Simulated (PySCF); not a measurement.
**Exercise with solution: entropy of an ideal gas**

O₄Pt, SMILES [O]=[Pt+2](=[O])(=[O])=[O], charge +2, multiplicity 1.

Geometry: B3LYP-D3(BJ)/def2-SVP. The multiplicity is an assumed one; other spin states were not compared. The def2 effective core potentials stand for the cores of Pt; spin–orbit coupling is left out.

B3LYP-D3(BJ)/def2-SVP run with PySCF 2.14.0 gives the harmonic wavenumbers 300, 300, 305, 305, 305, 878, 897, 897, 897 cm⁻¹ and the rotational temperatures 0.1916, 0.1916, 0.1916 K. The molar mass is 259.08 g/mol, the symmetry number 12, the spin multiplicity 1.

Question: Work out the entropy at 298.15 K and 1 atm in the rigid-rotor, harmonic-oscillator model.

Answer: 
Translation (Sackur–Tetrode at 1 atm): S = R[1.5 ln M + 2.5 ln T − 1.16487] = 178.1 J/(mol K).
Rotation: q = (√π/σ) T^1.5/√(θA θB θC) = 9070, S = R[ln q + 3/2] = 88.2 J/(mol K).
Vibration: with u = 1.4388 ν/T, each mode gives R[u/(e^u − 1) − ln(1 − e^−u)]:
| ν (cm⁻¹) | modes | u | S (J/(mol K)) |
|---|---|---|---|
| 300 | 2 | 1.45 | 11.86 |
| 305 | 3 | 1.47 | 17.44 |
| 878 | 1 | 4.24 | 0.64 |
| 897 | 3 | 4.33 | 1.77 |
These are all the modes. Sum 31.7 J/(mol K).
Spin: R ln 1 = 0.0 J/(mol K).
Total 298.0 J/(mol K); the program's own thermochemistry gives 298.0. Translation makes up 60 % and vibration 11 %. Anharmonicity, hindered rotation and orbital degeneracy are left out.
